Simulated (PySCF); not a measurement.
How methods differ on the excitation energy of Al⁺

Al⁺ [Ne] 3s2 (1S) → Al⁺ [Ne] 3p2 (3P), as a difference of total energies. All numbers are calculated (PySCF 2.14, the non-relativistic Hamiltonian (point nucleus), in def2-TZVPPD (6s5p4d1f, 48 functions)). Correlated levels: valence: [Ne] frozen; valence and next inner shell: 1s2 frozen. The calculations carry no spin-orbit coupling.

```
                                method  excitation energy (eV)
                                   UHF                  10.687
                                   LDA                  10.639
                                   PBE                  10.392
                                  PBE0                  10.595
                                r2SCAN                  10.200
                                  BLYP                  10.702
                                 wB97X                  10.982
                                 B3LYP                  10.892
                                revPBE                  10.261
                         MP2 (valence)                  11.279
                     SCS-MP2 (valence)                  11.539
    MP2 (valence and next inner shell)                  11.472
SCS-MP2 (valence and next inner shell)                  11.689
```

Errors of the correlated levels include the incompleteness of this basis and the frozen core.

Which method comes closest to the reference value, and which is furthest?

The reference is 11.680 eV (measured; NIST levels, between the centres of gravity of the two terms). Closest: SCS-MP2 (valence and next inner shell) (error 0.009 eV); furthest: r2SCAN (error -1.480 eV).
